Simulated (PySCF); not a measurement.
Compound: C₈H₉F.
Numbering: `[CH3:1][C:2]1=[C:3]([F:4])[CH:5]=[CH:6][CH:7]=[CH:8][CH2:9]1` (hydrogens: H10, H11, H12 on C1; H13 on C5; H14 on C6; H15 on C7; H16 on C8; H17, H18 on C9)

Jobs on this species (18 atoms, 66 electrons) with PySCF (density fitting). Hardware of each: an Arm Neoverse N1 with one thread, shared host. Other jobs ran on the host; a repeat could differ by tens of per cent or more. Peak memory is the resident size of the whole Python process, interpreter and libraries included.

| level and settings | work | basis functions | SCF cycles | wall time | peak memory |
| --- | --- | --- | --- | --- | --- |
| revPBE/6-31G*, start guess huckel | shieldings, ring-centre shieldings, charges and field gradients | 144 | ? | ? | ? |
| PBE0/pcSseg-1 | shieldings, ring-centre shieldings, charges and field gradients | 198 | ? | ? | ? |
| HCTH407/6-31G* | spin–spin couplings from 10 perturbed nuclei, spin–dipole term for 1 of them | 144 | 15 | 49 s | 0.53 GiB |
| PBE0/def2-SVPD | 6 singlets by full TDDFT, 2 Tamm–Dancoff triplets, polarisability | 255 | 14 | 85 s | 1.0 GiB |

**Question.** Fill in the missing figures.

**Answer.** 
- revPBE/6-31G*, start guess huckel; shieldings, ring-centre shieldings, charges and field gradients: 64 s, 0.64 GiB, 17 SCF cycles
- PBE0/pcSseg-1; shieldings, ring-centre shieldings, charges and field gradients: 50 s, 0.81 GiB, 14 SCF cycles

**Question.** What do all jobs in the table cost together?

**Answer.** About 4.1 min; the longest takes about 34 % of that, and about 1.7 times as long as the shortest.
